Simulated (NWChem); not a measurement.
System: SiOH, doublet; SMILES O=[SiH]

Parts of the log:

```
             Northwest Computational Chemistry Package (NWChem) 7.3.0
             --------------------------------------------------------

 CS  symmetry detected

                             Geometry "geometry" -> ""
                             -------------------------

 Output coordinates in angstroms (scale by  1.889725989 to convert to a.u.)

  No.       Tag          Charge          X              Y              Z
 ---- ---------------- ---------- -------------- -------------- --------------
    1 O                    8.0000    -0.01548420    -1.03824354     0.00000000
    2 Si                  14.0000     0.09423141     0.49810525     0.00000000
    3 H                    1.0000    -1.19536621     1.33247480     0.00000000

 Effective nuclear repulsion energy (a.u.)      44.9010431812

      Symmetry information
      --------------------

 Group name             Cs
 Group number              2
 Group order               2
 No. of unique centers     3

                                 NWChem DFT Module
                                 -----------------

 Summary of "ao basis" -> "ao basis" (spherical)
 ------------------------------------------------------------------------------
       Tag                 Description            Shells   Functions and Types
 ---------------- ------------------------------  ------  ---------------------
 O                           6-31g*                  6       14   3s2p1d
 Si                          6-31g*                  8       18   4s3p1d
 H                           6-31g*                  2        2   2s

      Symmetry analysis of basis
      --------------------------

        a'         25
        a"          9

            General Information
            -------------------
          SCF calculation type: DFT
          Wavefunction type:  spin polarized.
          No. of atoms     :     3
          No. of electrons :    23
           Alpha electrons :    12
            Beta electrons :    11
          Charge           :     0
          Spin multiplicity:     2
          Use of symmetry is: on ; symmetry adaption is: on
          Maximum number of iterations: 150
          AO basis - number of functions:    34
                     number of shells:    16
          Convergence on energy requested:  1.00D-06
          Convergence on density requested:  1.00D-05
          Convergence on gradient requested:  5.00D-04

              XC Information
              --------------
                       M05-2X Method XC Functional
                     Hartree-Fock (Exact) Exchange  0.560
                M05-2X metaGGA Exchange Functional  0.440
                      M05-2X Correlation Potential  1.000

             Grid Information
             ----------------
          Grid used for XC integration:  medium
          Radial quadrature: Mura-Knowles
          Angular quadrature: Lebedev.
          Tag              B.-S. Rad. Rad. Pts. Rad. Cut. Ang. Pts.
          ---              ---------- --------- --------- ---------
          O                   0.60       49           8.0       434
          Si                  1.10       88           7.0       590
          H                   0.35       45           7.0       434
          Grid pruning is: on
          Number of quadrature shells:   182
          Spatial weights used:  Erf1

      Superposition of Atomic Density Guess
      -------------------------------------

 Sum of atomic energies:        -364.06989229

      Non-variational initial energy
      ------------------------------

 Total energy =    -364.160162
 1-e energy   =    -593.211102
 2-e energy   =     184.149897
 HOMO         =      -0.178198
 LUMO         =      -0.036818

   Symmetry analysis of molecular orbitals - initial alpha
   -------------------------------------------------------

  Numbering of irreducible representations:

     1 a'          2 a"

  Orbital symmetries:

     1 a'          2 a'          3 a'          4 a'          5 a'
     6 a"          7 a'          8 a'          9 a'         10 a"
    11 a'         12 a'         13 a"         14 a'         15 a'
    16 a'         17 a'         18 a"         19 a'         20 a"
    21 a'         22 a"

   Symmetry analysis of molecular orbitals - initial beta
   ------------------------------------------------------

  Numbering of irreducible representations:

     1 a'          2 a"

  Orbital symmetries:

     1 a'          2 a'          3 a'          4 a'          5 a'
     6 a"          7 a'          8 a'          9 a'         10 a"
    11 a'         12 a'         13 a"         14 a'         15 a'
    16 a'         17 a'         18 a"         19 a'         20 a"
    21 a'         22 a"

     ---------------------------------------------
      Total Density - Mulliken Population Analysis
     ---------------------------------------------

    Atom       Charge   Shell Charges
 -----------   ------   -------------------------------------------------------
    1 O    8     9.17   2.00  0.98  3.22  0.92  2.04  0.01
    2 Si  14    12.83   2.00  2.00  5.97  1.00  0.92  0.51  0.30  0.13
    3 H    1     1.00   0.41  0.59

     --------------------------------------------
      Spin Density - Mulliken Population Analysis
     --------------------------------------------

    Atom       Charge   Shell Charges
 -----------   ------   -------------------------------------------------------
    1 O    8     0.09   0.00  0.00  0.07 -0.00  0.02 -0.00
    2 Si  14     0.69   0.00  0.00  0.00  0.12  0.22  0.18  0.15  0.02
    3 H    1     0.22   0.08  0.14

   convergence    iter        energy       DeltaE   RMS-Dens  Diis-err
 ---------------- ----- ----------------- --------- --------- ---------
 d= 0,ls=0.0,diis     1   -365.0589543409 -4.10D+02  3.21D-02  2.74D-01
                                                     2.94D-02  2.76D-01
 d= 0,ls=0.0,diis     2   -364.2925540182  7.66D-01  2.22D-02  2.06D+00
                                                     2.10D-02  1.79D+00
 d= 0,ls=0.0,diis     3   -365.2143862071 -9.22D-01  1.69D-03  1.50D-03
                                                     1.03D-03  9.52D-04
 d= 0,ls=0.0,diis     4   -365.2154318054 -1.05D-03  4.49D-04  3.55D-04
                                                     3.65D-04  2.38D-04
 d= 0,ls=0.0,diis     5   -365.2156239960 -1.92D-04  2.69D-04  5.70D-05
                                                     2.06D-04  2.37D-05
  Resetting Diis
 d= 0,ls=0.0,diis     6   -365.2156666345 -4.26D-05  9.91D-05  3.83D-06
                                                     1.18D-04  1.54D-06
 d= 0,ls=0.0,diis     7   -365.2156746225 -7.99D-06  5.02D-05  1.11D-06
                                                     3.94D-05  3.79D-07
 d= 0,ls=0.0,diis     8   -365.2156765149 -1.89D-06  7.48D-06  1.73D-07
                                                     2.89D-05  1.19D-06
 d= 0,ls=0.0,diis     9   -365.2156772690 -7.54D-07  6.98D-05  6.80D-07
                                                     7.86D-05  1.52D-07
 d= 0,ls=0.0,diis    10   -365.2156789819 -1.71D-06  2.24D-05  3.76D-08
                                                     2.35D-05  1.23D-08
 d= 0,ls=0.0,diis    11   -365.2156790976 -1.16D-07  3.07D-06  9.72D-10
                                                     2.96D-06  1.98D-09

         Total DFT energy =     -365.215679097571
      One electron energy =     -594.636551892362
           Coulomb energy =      214.328758459544
    Exchange-Corr. energy =      -29.808928845943
 Nuclear repulsion energy =       44.901043181190

 Numeric. integr. density =       23.000001140137

                  Occupations of the irreducible representations
                  ----------------------------------------------

                     irrep           alpha         beta
                     --------     --------     --------
                     a'               10.0          9.0
                     a"                2.0          2.0

                    DFT Final Alpha Molecular Orbital Analysis
                    ------------------------------------------

 Vector   10  Occ=1.000000D+00  E=-4.092499D-01  Symmetry=a'
              MO Center=  7.7D-02, -6.9D-01, -1.1D-15, r^2= 1.3D+00
   Bfn.  Coefficient  Atom+Function         Bfn.  Coefficient  Atom+Function
  ----- ------------  ---------------      ----- ------------  ---------------
     3      0.460165  1 O  px                 4     -0.337470  1 O  py
     7      0.321989  1 O  px                22      0.247260  2 Si py
    21      0.189538  2 Si px                 8     -0.188490  1 O  py
     6      0.128800  1 O  s                 34      0.120941  3 H  s
    25      0.106954  2 Si px                18     -0.097771  2 Si py

 Vector   11  Occ=1.000000D+00  E=-4.010160D-01  Symmetry=a"
              MO Center=  5.6D-03, -7.5D-01,  1.2D-15, r^2= 1.1D+00
   Bfn.  Coefficient  Atom+Function         Bfn.  Coefficient  Atom+Function
  ----- ------------  ---------------      ----- ------------  ---------------
     5      0.555916  1 O  pz                 9      0.398453  1 O  pz
    23      0.278083  2 Si pz                27      0.120979  2 Si pz
    19     -0.112703  2 Si pz                29     -0.071400  2 Si d -1
    11      0.032217  1 O  d -1

 Vector   12  Occ=1.000000D+00  E=-3.021052D-01  Symmetry=a'
              MO Center=  1.3D-01,  6.1D-01,  2.7D-15, r^2= 2.4D+00
   Bfn.  Coefficient  Atom+Function         Bfn.  Coefficient  Atom+Function
  ----- ------------  ---------------      ----- ------------  ---------------
    24      0.440906  2 Si s                 34     -0.438887  3 H  s
    21      0.350404  2 Si px                20      0.317835  2 Si s
     3     -0.290643  1 O  px                 7     -0.241517  1 O  px
    22      0.231855  2 Si py                33     -0.214674  3 H  s
     4     -0.150335  1 O  py                16     -0.133105  2 Si s

[...]
```

Level: M05-2X/6-31G* (spherical d), spin-unrestricted. In the optimisation the excess spin sits in a' (Cs, its own frame). All runs use the structure optimised with PBE0/def2-SVP, spin-unrestricted. No stability test was run on the SCF state.

Which NWChem input produces such a log?

This is not unique; one that fits is the input that was run:
```
start job
memory heap 200 mb stack 900 mb global 1100 mb
geometry units angstroms noautoz
  O     -0.057603    -1.025260     0.000000
  Si     0.164965     0.498836     0.000000
  H     -1.059680     1.425917     0.000000
end
basis spherical
  O library 6-31g*
  Si library 6-31g*
  H library 6-31g*
end
dft
  odft
  mult 2
  xc m05-2x
  iterations 150
  mulliken
end
task dft energy
```
